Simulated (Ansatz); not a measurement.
`N[SiH](F)F` + `C=C=N` → `C=C=N[SiH](F)F` + NH₃ at 500 K and 1 bar (ligand exchange at the Si–N bond).

Isolated molecules relaxed with PBE0-D4/def2-TZVP in Ansatz; ΔE leaves out vibrations. CCSD(T)/CBS adds triple-zeta CCSD(T) − MP2 to the extrapolated MP2 energy (def2 sets, frozen cores). This one scheme is used for every species. Each species was taken in one conformer, which may not be the lowest.

| species | CCSD(T)/CBS energy (Eh) | H − E (kJ/mol) | S (J/(mol·K)) |
| --- | --- | --- | --- |
| `N[SiH](F)F` | -545.34917 | 143.1 | 355.2 |
| `C=C=N` | -132.55079 | 140.3 | 282.8 |
| `C=C=N[SiH](F)F` | -621.39174 | 177.5 | 417.4 |
| NH₃ | -56.50880 | 108.2 | 211.8 |

H − E and S are ideal-gas, rigid-rotor, harmonic terms from PBE0-D4/def2-TZVP, for one conformer and one mirror image of each species. 1 Eh = 2625.50 kJ/mol, R = 8.31446 J/(mol·K).

By hand: ΔE, ΔH, ΔS and ΔG.

ΔE = (-621.39174) + (-56.50880) − (-545.34917) − (-132.55079) = -0.00058 Eh = -1.5 kJ/mol. Δ(H − E) = 177.5 + 108.2 − 143.1 − 140.3 = 2.3, so ΔH = 0.8 kJ/mol. ΔS = 417.4 + 211.8 − 355.2 − 282.8 = -8.8 J/(mol·K). ΔG = 0.8 − 500 × (-8.8)/1000 = 5.2 kJ/mol.

By hand: the equilibrium constant, and the temperature at which ΔG would vanish if ΔH and ΔS stayed fixed.

log₁₀ K = −ΔG/(RT ln 10) = -0.5. ΔH and −TΔS have one sign here, so there is no such temperature. One of them is within its doubt of zero, so this could turn.

TΔS isn't small against ΔH here. The sign of ΔG lies within the doubt. A doubt of 5 kJ/mol in ΔE shifts log₁₀ K by 0.5 here. Other conformers and mirror images would add mixing entropy, several J/(mol·K) or more a flexible species. Modes under 60 cm⁻¹, often nearly free rotors, make the harmonic entropy too high. These are equilibria of isolated gas molecules and say nothing of rates. Largest T1 diagnostic: 0.015 (customary marks: 0.02 for closed shells, 0.045 for open ones).
